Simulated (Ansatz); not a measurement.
Reaction (SMILES): [N]=C=O → C atom + N atom + O atom
B3LYP-D3(BJ)/def2-TZVP geometries, fixed; electronic energies without zero-point terms.

Basis-set convergence of the atomisation energy at r2SCAN with Ansatz (an electronic-structure program). All functions are spherical. The program fits the integrals of some runs and decomposes those of others, by size. Open shells are unrestricted. No added dispersion term, no relativity. Functions are those of the species that has most. Reference: the value in aug-pcseg-3, 325.96 kcal/mol, itself unsure by roughly 0.45 kcal/mol (its mean distance from aug-cc-pVQZ, cc-pV5Z, def2-QZVPPD). Deviations are taken from unrounded values.

| basis | functions | atomisation energy (kcal/mol) |
|---|---|---|
| cc-pVDZ | 42 | 319.09 |
| aug-cc-pVDZ | 69 | 318.22 |
| def2-SVP | 42 | 327.41 |
| def2-SVPD | 63 | 327.89 |
| pcseg-1 | 42 | 318.95 |
| aug-pcseg-1 | 69 | 323.08 |
| 6-311G** | 54 | 321.34 |
| 6-311+G** | 66 | 320.09 |
| cc-pVTZ | 90 | 325.29 |
| aug-cc-pVTZ | 138 | 324.70 |
| pcseg-2 | 90 | 325.47 |
| aug-pcseg-2 | 138 | 325.88 |
| def2-TZVPP | 93 | 324.97 |
| def2-TZVPPD | 114 | 324.78 |
| cc-pVQZ | 165 | 325.78 |
| aug-cc-pVQZ | 240 | 325.44 |
| def2-QZVPP | 171 | 325.34 |
| def2-QZVPPD | 192 | 325.26 |
| pcseg-3 | 180 | 325.97 |
| aug-pcseg-3 | 255 | 325.96 |

What the diffuse functions change, pair by pair:
- cc-pVDZ to aug-cc-pVDZ: 27 more functions, deviation -6.87 to -7.74 kcal/mol
- def2-SVP to def2-SVPD: 21 more functions, deviation 1.45 to 1.92 kcal/mol
- pcseg-1 to aug-pcseg-1: 27 more functions, deviation -7.01 to -2.89 kcal/mol
- 6-311G** to 6-311+G**: 12 more functions, deviation -4.62 to -5.87 kcal/mol
- cc-pVTZ to aug-cc-pVTZ: 48 more functions, deviation -0.67 to -1.26 kcal/mol
- pcseg-2 to aug-pcseg-2: 48 more functions, deviation -0.49 to -0.08 kcal/mol
- def2-TZVPP to def2-TZVPPD: 21 more functions, deviation -0.99 to -1.19 kcal/mol
- cc-pVQZ to aug-cc-pVQZ: 75 more functions, deviation -0.18 to -0.52 kcal/mol
- def2-QZVPP to def2-QZVPPD: 21 more functions, deviation -0.63 to -0.70 kcal/mol
- pcseg-3 to aug-pcseg-3: 75 more functions, deviation 0.00 to 0.00 kcal/mol

Leaving out the reference's own pair, they bring the value nearer the reference by more than 0.45 kcal/mol in 1 of 9 pairs.
